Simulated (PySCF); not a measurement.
# How methods differ on the interval between two levels of Ge

Ge [Ar] 3d10 4s2 4p2 [3P2, M_J = 2] → Ge [Ar] 3d10 4s2 4p1 4d1 [3F4, M_J = 4], as a difference of total energies. Calculation: PySCF 2.14, in x2c-TZVPall-2c with one added diffuse shell each of s, p, d type (7s8p5d1f, 63 functions); the two-component X2C-1e Hamiltonian. Correlated levels: [Ne] frozen. "Screened" scales the spin-orbit matrix elements by Boettger's factors to mimic the two-electron term; Breit and QED terms are absent.

```
                    method  interval between two levels (cm⁻¹)  error (cm⁻¹)
           GHF (spin-free)                               49582          +206
          GMP2 (spin-free)                               52889         +3512
 GHF (screened spin-orbit)                               49741          +364
GMP2 (screened spin-orbit)                               53047         +3670
```

Reference: 49377 cm⁻¹ (measured; NIST Handbook of Basic Atomic Spectroscopic Data (Sansonetti and Martin, J. Phys. Chem. Ref. Data 34, 1559 (2005))).

The spin-free rows relax to the high-spin LS determinant and lack the spin-orbit shift.

Errors of the correlated levels include the incompleteness of this basis and the frozen core.

The labels give the starting determinants; with spin-orbit coupling the two ends relaxed to ⟨J²⟩ = 6.01, ⟨L²⟩ = 2.06, ⟨S²⟩ = 1.98 and ⟨J²⟩ = 20.01, ⟨L²⟩ = 12.01, ⟨S²⟩ = 2.01.

The promoted electron is Rydberg-like, and one or two diffuse shells describe it only roughly, which tends to raise the upper state.
